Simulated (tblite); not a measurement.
Species: C6H9FSi.
Geometry (GFN2-xTB, Å), atoms numbered from 1 in this order:
```xyz
17
C6H9FSi angstrom
C      3.5339   -0.1025    0.1880
C      2.4060   -0.2595   -0.1983
Si     0.6617   -0.5142   -0.7430
C     -0.3693    1.0903   -0.8015
C     -1.1728    1.0831    0.5037
C     -1.6135   -0.3516    0.7895
C     -0.3893   -1.2577    0.6978
F      0.3150   -1.2005    1.8977
H      4.5216    0.0322    0.5248
H      0.5889   -1.3401   -1.9531
H      0.2245    1.9987   -0.8858
H     -1.0514    1.0773   -1.6534
H     -0.5368    1.4232    1.3236
H     -2.0347    1.7509    0.4456
H     -2.0785   -0.4346    1.7736
H     -2.3353   -0.6752    0.0363
H     -0.6773   -2.3077    0.5908
```

Level: GFN2-xTB in tblite, geometry and Hessian alike; calculated harmonic values, unscaled, isolated species. This tight-binding method is rough: wavenumbers can miss measured ones by several per cent, in bad cases by 10 to 20. Modes of hydrogen on silicon can be 10 to 20 % off. One conformer, not necessarily the lowest.

Harmonic wavenumbers (cm⁻¹): 53.3, 79.7, 126.5, 211.3, 231.7, 268.2, 300.9, 371.3, 452.1, 542.4, 581.5, 605.5, 640.3, 674.6, 682.8, 704.9, 763.4, 793.6, 852.8, 921.3, 960.1, 1007.9, 1026.7, 1098.6, 1114.1, 1139.2, 1187.7, 1237.2, 1273.2, 1300.1, 1321.4, 1333.9, 1471.3, 1477.5, 1499.6, 2206.0, 2231.6, 2929.0, 2965.1, 2971.5, 2978.8, 2987.2, 2990.8, 3011.9, 3358.2.

A = 2515, B = 1389, C = 1104 MHz; mass 128.046 u (most abundant isotopes); point group C1, symmetry number 1.

What is the zero-point energy?

½Σν̃ = 28468 cm⁻¹ = 340.56 kJ/mol.

What is S at 298.15 K and 1 bar for an ideal gas of classical rigid rotors and harmonic oscillators?

Translation 169.37, rotation 120.55, vibration 103.07: S = 393.0 J/(mol K).

And Cp and H(298.15 K) − H(0)?

Cp = 150.85 J/(mol K), of which vibrations give 117.60 (their classical limit is 45 R = 374.2); H(298.15 K) − H(0) = 26.71 kJ/mol without the zero-point energy, 16.80 from vibrations.

Which modes carry the vibrational entropy at 298.15 K?

53.3 cm⁻¹: 19.63; 79.7 cm⁻¹: 16.31; 126.5 cm⁻¹: 12.55; 211.3 cm⁻¹: 8.50; 231.7 cm⁻¹: 7.81; 268.2 cm⁻¹: 6.73 J/(mol K); the other 39 give 31.55 together.

What must be added to the electronic energy to get the Gibbs energy at 298.15 K and 1 bar?

ZPE + [H(298.15 K) − H(0)] − T·S = 340.56 + 26.71 − 117.17 = 250.10 kJ/mol.

Blend soft modes into free rotors: weight 1/[1 + (100 cm⁻¹/ν̃)⁴] for the oscillator and the rest for a rotor with moment μB/(μ + B), μ = h/(8π²ν), B = 10⁻⁴⁴ kg m². What vibrational entropy results?

95.61 J/(mol K) in place of 103.07, which changes −T·S at 298.15 K by +2.23 kJ/mol.

Hindered rotation and anharmonicity are outside this model. Other conformers, if any are populated, would add a mixing term that is left out. The structure is chiral; the term R ln 2 for an equal mix with its mirror image is left out.

Hardware: Arm Neoverse N1, one thread (shared host). The figure is for the frequency step alone.
